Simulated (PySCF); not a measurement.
# Correlation energy of Mo (molybdenum, neutral)

[Kr] 4d5 5s1, high-spin 7S determinant. Calculation: PySCF 2.14, in x2c-TZVPPall with one added diffuse shell each of s, p, d, f type (9s7p7d3f1g, 95 functions); scalar relativity by spin-free X2C-1e. Frozen: [Kr]; 6 electrons correlated.

```json
{"level": "CCSD", "correlation energy (mhartree)": "-87.27"}
{"level": "(T)", "correlation energy (mhartree)": "-2.47"}
{"level": "CCSD(T)", "correlation energy (mhartree)": "-89.74"}
```

Diagnostics: T1 = 0.011, D1 = 0.0318, largest double amplitude 0.025.

Cost of the coupled-cluster step: about 9 core-seconds, for 6 correlated electrons.

Iterations:

```
CC2 = 0
CCSD nocc = (np.int64(6), np.int64(0)), nmo = (77, 77)
frozen orbitals [[0, 1, 2, 3, 4, 5, 6, 7, 8, 9, 10, 11, 12, 13, 14, 15, 16, 17], [0, 1, 2, 3, 4, 5, 6, 7, 8, 9, 10, 11, 12, 13, 14, 15, 16, 17]]
max_cycle = 100
direct = 0
conv_tol = 1e-08
conv_tol_normt = 1e-06
diis_space = 8
diis_start_cycle = 0
Init t2, MP2 energy = -0.0791450113025754
Init E_corr(UCCSD) = -0.0791450113032206
cycle = 1  E_corr(UCCSD) = -0.0858177518117429  dE = -0.00667274051  norm(t1,t2) = 0.0304778
cycle = 2  E_corr(UCCSD) = -0.0867892768000998  dE = -0.000971524988  norm(t1,t2) = 0.0123879
cycle = 3  E_corr(UCCSD) = -0.0873015084955689  dE = -0.000512231695  norm(t1,t2) = 0.00601756
cycle = 4  E_corr(UCCSD) = -0.0872650755221173  dE = 3.64329735e-05  norm(t1,t2) = 0.00049826
cycle = 5  E_corr(UCCSD) = -0.0872658544178423  dE = -7.78895725e-07  norm(t1,t2) = 0.000100514
cycle = 6  E_corr(UCCSD) = -0.0872667557030068  dE = -9.01285165e-07  norm(t1,t2) = 1.82366e-05
cycle = 7  E_corr(UCCSD) = -0.0872667393681349  dE = 1.6334872e-08  norm(t1,t2) = 4.18879e-06
cycle = 8  E_corr(UCCSD) = -0.0872667395927895  dE = -2.24654698e-10  norm(t1,t2) = 1.14777e-06
cycle = 9  E_corr(UCCSD) = -0.0872667431494753  dE = -3.55668578e-09  norm(t1,t2) = 2.38739e-07
UCCSD converged
E(UCCSD) = -4046.28045765584  E_corr = -0.08726674314947533
UCCSD(T) correction = -0.00247053139167187
```
